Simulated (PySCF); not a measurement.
**HI: frontier orbitals**

PBEsol at R = 1.622 Å; basis H aug-cc-pVDZ, I aug-cc-pVDZ-PP with ECP28; scalar-relativistic core potentials; PySCF 2.14. State: ¹Σ⁺ (singlet), closed shell. Only the outer orbitals are listed, counted within each symmetry, core potentials removing the inner ones.

```json
{"orbital": "4σ", "occ.": "2", "ε (eV)": "-17.97", "on H (%)": "10", "main shells (%)": "89 I s, 9 H s"}
{"orbital": "5σ", "occ.": "2", "ε (eV)": "-10.24", "on H (%)": "41", "main shells (%)": "51 I p, 41 H s, 8 I s"}
{"orbital": "3π", "occ.": "2", "ε (eV)": "-6.77", "on H (%)": "2", "main shells (%)": "98 I p"}
{"orbital": "3π", "occ.": "2", "ε (eV)": "-6.77", "on H (%)": "2", "main shells (%)": "98 I p"}
{"orbital": "6σ", "occ.": "0", "ε (eV)": "-1.84", "on H (%)": "75", "main shells (%)": "72 H s, 30 I p, 9 I d"}
{"orbital": "7σ", "occ.": "0", "ε (eV)": "0.19", "on H (%)": "79", "main shells (%)": "79 H s, 10 I s"}
{"orbital": "8σ", "occ.": "0", "ε (eV)": "0.96", "on H (%)": "8", "main shells (%)": "71 I p, 21 I s, 11 H s"}
```

Question: Which are the highest filled and the lowest empty level, where do they sit, and how wide is the gap?

Answer: Highest filled 3π at -6.77 eV (in %: 98 I p); lowest empty 6σ at -1.84 eV (in %: 72 H s, 30 I p, 9 I d); the gap at PBEsol is 4.93 eV.

```json
{
 "bond order (Mayer)": "1.11",
 "⟨S²⟩": "0.000",
 "charge on H (Mulliken, basis-dependent)": "-0.09",
 "charge on H (Löwdin, basis-dependent)": "-0.22",
 "dipole moment (positive dipole means H(−)I(+))": "-0.47 D"
}
```

Spin–orbit coupling is left out.
